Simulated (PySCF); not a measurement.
Working out the ionisation energy of S²⁺

S²⁺ [Ne] 3s2 3p2 (3P) → S³⁺ [Ne] 3s2 3p1 (2P). Calculation: PySCF 2.14, in aug-cc-pVQZ-DK (7s6p4d3f2g, 84 functions); scalar relativity by spin-free X2C-1e. Frozen: [Ne]. Energies in hartree (1 hartree = 27.21139 eV):

```csv
part,S²⁺ (lower),S³⁺ (upper)
UHF,-397.420474,-396.165417
MP2 opposite-spin,-0.060564,-0.049866
MP2 same-spin,-0.011709,-0.003254
```

Problem. What does Hartree-Fock give?

Solution. (-396.165417) − (-397.420474) = 1.255057 hartree = 34.152 eV.

Problem. What do MP2 and SCS-MP2 (6/5 opposite-spin, 1/3 same-spin) give?

Solution. The opposite-spin parts differ by 0.291 eV and the same-spin parts by 0.230 eV. MP2: 34.152 + (0.291) + (0.230) = 34.673 eV. SCS-MP2: 34.152 + 1.2 × (0.291) + (0.230)/3 = 34.578 eV.

A first-order spin-orbit estimate adds -0.009 eV to MP2 (valence), giving 34.664 eV against 34.86 ± 0.04 eV (semi-empirical (NIST evaluation); NIST Atomic Spectra Database, ionization energies).

What remains against the reference includes basis incompleteness, the frozen core and correlation beyond second order.
